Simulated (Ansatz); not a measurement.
The same path of H4NPZn (7 atoms, charge 0, multiplicity 1) was run twice with different band settings. Lost on the way: N2–Zn3, Zn3–H7. Made: N2–H7.

Theory: RKS LDA/def2-SVP in Ansatz 0.2.0.

Relaxed end points:

```xyz
7
Properties=species:S:1:pos:R:3
P -1.380 0.669 -0.148
N -0.063 0.117 0.789
Zn 1.418 -0.695 0.179
H -1.629 -0.464 -1.026
H -0.713 1.373 -1.233
H -0.210 0.305 1.785
H 2.639 -1.373 -0.392
```

```xyz
7
Properties=species:S:1:pos:R:3
P -1.091 0.454 -0.135
N 0.217 -0.315 0.711
Zn 1.985 0.864 -0.588
H -1.471 -0.627 -1.015
H -0.237 1.067 -1.175
H 0.146 -0.253 1.733
H 0.511 -1.257 0.423
```

Common settings: movable images 5; climbing image yes; spring 5.0 eV/Å²; optimiser quadratic models (default); force threshold 0.05 eV/Å; iteration limit 60; end points relaxed.

| run | start path |
| --- | --- |
| 1 | through a guess of the saddle point |
| 2 | straight line |

Question: What does each run give, and how far can it be trusted?

Answer: Run 1: converged after 20 iterations, highest image 2.262 eV above the first end. Neighbouring images differ by up to 1.9 eV, so the band resolves the path poorly. A vibrational analysis at the climbing image gives one clearly imaginary mode, 865i cm⁻¹: a first-order saddle point.
Run 2: converged after 11 iterations, highest image 2.262 eV above the first end. Neighbouring images differ by up to 1.9 eV, so the band resolves the path poorly. Another band between the same ends (5 images) ends at a top of the same energy, where a vibrational analysis finds 1 clearly imaginary mode.
The orbitals stay closed-shell, which can raise the energy where a bond breaks towards radicals; this wasn't checked here.
